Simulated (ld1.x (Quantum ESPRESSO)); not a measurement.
**Which change was made? (Bi, TM semilocal)**

bismuth (Bi), norm-conserving Troullier–Martins (semilocal form), made with ld1.x (Quantum ESPRESSO) 7.5 (PBE, scalar-relativistic). Core [Xe] 4f14, reference 5d10 6s2 6p3. Waves: 6s (bound): rc 1.60 bohr; 6p (bound): rc 2.05 bohr; 5d (bound): rc 1.10 bohr. Local part: the d channel. Core correction: Bessel-smoothed model core, default radius (core density twice the valence density).

Cutoffs, loose and tight: the cutoffs (Ry, on a coarse ladder) from which the occupation-weighted sum of valence levels, in a spherical-Bessel basis at the reference potential, stays within 10 and 1 mRy of its value at 400 Ry. They do not see the model core or the augmentation charge, which bear on the density cutoff. Test errors are all-electron minus pseudo excitation energies from the reference, over the configurations 5d10 6s2 6p2; 5d10 6s2 6p1; 5d10 6s2 6p0; 5d10 6s1 6p4; 5d10 6s2 6p3.3; 5d9 6s2 6p3; 5d9 6s2 6p4; variants that change the core or the reference have their own tests. The largest error is taken over the tests solved by every variant that gives reliable tests at all, those not shown here included: 5d10 6s1 6p4; 5d10 6s2 6p0; 5d10 6s2 6p1; 5d10 6s2 6p2; 5d10 6s2 6p3.3.

The base gives: outcome: generated; cutoff, loose: 90 Ry; cutoff, tight: 120 Ry; bound ghosts: none; largest test error (meV): -33.

Task: After one change the result is: outcome: generated; cutoff, loose: 120 Ry; cutoff, tight: 160 Ry; bound ghosts: none; largest test error (meV): +67. Which change was it?
A. wave 6p (bound): rc 2.05 bohr becomes 6p (bound): rc 3.10 bohr
B. wave 6p (bound): rc 2.05 bohr becomes 6p (bound): rc 1.36 bohr
C. wave 6p (bound): rc 2.05 bohr becomes 6p (bound): rc 2.34 bohr
D. wave 6p (bound): rc 2.05 bohr becomes 6p (bound): rc 1.54 bohr

Result: D. The others give: wave 6p (bound): rc 2.05 bohr becomes 6p (bound): rc 2.34 bohr → outcome: generated; cutoff, loose: 90 Ry; cutoff, tight: 120 Ry; bound ghosts: none; largest test error (meV): -36 | wave 6p (bound): rc 2.05 bohr becomes 6p (bound): rc 3.10 bohr → outcome: generated; cutoff, loose: 90 Ry; cutoff, tight: 120 Ry; bound ghosts: none; largest test error (meV): -76 | wave 6p (bound): rc 2.05 bohr becomes 6p (bound): rc 1.36 bohr → outcome: failed: run_pseudo: Errors in PS-KS equation.
